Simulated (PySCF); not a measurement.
Excitations are Tamm–Dancoff values on a coarser integration grid. The basis has no diffuse functions, so Rydberg states are missing or too high.

**H$_{3}$BO$_{3}$, SMILES `OB(O)O` (charge 0, multiplicity 1)**

Calculation: PySCF with PBE-D3(BJ)/def2-TZVP // B3LYP-D3(BJ)/def2-TZVP.

```json
{
  "HOMO": "-7.54 eV",
  "dipole_moment": "0.00 D",
  "HOMO–LUMO gap": "7.28 eV",
  "LUMO": "-0.26 eV",
  "S1 excitation (TDA)": "7.36 eV",
  "S1 oscillator strength": "0.000",
  "T1 excitation (TDA)": "7.15 eV",
  "S1–T1 gap (TDA)": "0.20 eV",
  "total_energy": "-6866.21 eV",
  "cost": "very roughly 2.7 core-minutes"
}
```

```xyz
7

O     -1.3063    -0.4052     0.0701
B      0.0000     0.0000     0.0000
O      1.0085    -0.9231     0.0798
O      0.2978     1.3283    -0.1500
H     -1.3959    -1.3573     0.1751
H      1.8827    -0.5260     0.0192
H     -0.4867     1.8833    -0.1944
```
